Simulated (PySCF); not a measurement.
**Fe²⁺ (iron, charge +2) across methods**

[Ar] 3d6, high-spin 5D determinant. Calculation: PySCF 2.14, in aug-cc-pwCVTZ-DK (10s9p7d4f3g, 127 functions); scalar relativity by spin-free X2C-1e.

```csv
method,E (hartree),mean ε 3p β (eV),mean ε 3d α (eV),mean ε 3d β (eV),Σ⟨r²⟩ (bohr²),⟨S²⟩
r2SCAN,-1271.692,-76.444,-27.520,-23.683,16.10,6.002
PBE,-1271.479,-75.633,-27.186,-23.696,16.28,6.001
UHF,-1270.54974,-87.462,-36.623,-31.082,15.78,6.004
B97-3,-1271.590,-79.220,-29.725,-25.911,16.05,6.003
LDA,-1269.154,-75.809,-27.447,-23.690,16.30,6.001
BP86,-1271.907,-75.788,-27.226,-23.893,16.24,6.001
wB97M-V,-1271.627,-81.604,-32.120,-28.387,16.16,6.003
```

Estimate the same row for PBE0.

E (hartree) = -1271.511; mean ε 3p β (eV) = -78.940; mean ε 3d α (eV) = -29.704; mean ε 3d β (eV) = -25.790; Σ⟨r²⟩ (bohr²) = 16.10; ⟨S²⟩ = 6.002.
